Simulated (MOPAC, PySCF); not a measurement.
C₂H₈Si, SMILES `CC[SiH3]`, neutral singlet in the gas phase. 

Cartesian coordinates (Å):
```xyz
11

C     -1.3256     0.3977     0.3219
C     -0.3072    -0.3462    -0.5480
Si     1.4602    -0.1508     0.0538
H     -2.3445     0.2664    -0.0516
H     -1.3041     0.0385     1.3541
H     -1.1191     1.4709     0.3458
H     -0.3611     0.0076    -1.5837
H     -0.5449    -1.4153    -0.5820
H      2.4120    -0.8883    -0.8194
H      1.5925    -0.6714     1.4417
H      1.8453     1.2867     0.0634
```
Charge 0, multiplicity 1.

All levels are single points at this geometry (r2SCAN-D4/def2-TZVP); Pople sets use spherical d functions. Orbital energies aren't observables, and empty levels follow the basis.

PM3 in MOPAC gives gap (eV) = 11.36.

**Question.** Estimate the gap (eV) from each of these levels: PBE-D3(BJ)/def2-TZVP in PySCF; r2SCAN-D4/def2-TZVP in PySCF; B3LYP/6-31G* in PySCF; B3LYP/LANL2DZ in PySCF; BP86/6-31G* in PySCF; M06-2X/6-31G* in PySCF; PBE/6-31G* in PySCF; SVWN5/6-31G* in PySCF; HF/STO-3G in PySCF; AM1 in MOPAC; PM6 in MOPAC; PM7 in MOPAC.

**Answer.** 
```tsv
level	gap (eV)
PBE-D3(BJ)/def2-TZVP in PySCF	7.17
r2SCAN-D4/def2-TZVP in PySCF	7.98
B3LYP/6-31G* in PySCF	9.34
B3LYP/LANL2DZ in PySCF	9.68
BP86/6-31G* in PySCF	7.72
M06-2X/6-31G* in PySCF	11.66
PBE/6-31G* in PySCF	7.63
SVWN5/6-31G* in PySCF	7.46
HF/STO-3G in PySCF	23.87
AM1 in MOPAC	12.60
PM6 in MOPAC	10.94
PM7 in MOPAC	12.75
```
